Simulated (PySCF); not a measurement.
# Assignment exercise: C₆H₂F₄

Atom-mapped SMILES (the numbers label the heavy atoms): `[F:1][c:2]1[cH:3][c:4]([F:5])[c:6]([F:7])[c:8]([F:9])[cH:10]1` (H(Xn): hydrogen on atom n).

Theory: geometry: GFN2-xTB, shielding tensors at PBE0/pcSseg-1 (GIAO), in PySCF (gas phase, fast rotation and ring inversion assumed for equivalent nuclei, one computed conformer, non-relativistic Hamiltonian).

Referencing at the same level of theory: 13C (186.93 ppm) vs TMS.

Assign these signals to the numbered atoms. 13C{1H} NMR (computed): δ 166.5, 162.2, 147.0, 107.5.

Results:


| δ (ppm) | atoms | environment | reason |
| --- | --- | --- | --- |
| 166.5 | C2 | aromatic carbon bearing fluorine | σ withdrawal by the attached heteroatom moves it downfield of the ring CH carbons |
| 162.2 | C4/C8 | aromatic carbon bearing fluorine | – |
| 147.0 | C6 | aromatic carbon bearing fluorine | – |
| 107.5 | C3/C10 | aromatic CH | – |

Splittings by 19F in the carbon and heteronuclear signals aren't shown, as no couplings were computed. Shifts are as computed. Against solution values, carbons near 30 ppm lie about +3 ppm off and those near 130 ppm about +5 ppm. Of 1211 compounds with measured shifts, 218 miss one by over three times the rms of a fit or turn the order of signals round; such compounds aren't used in these exercises.
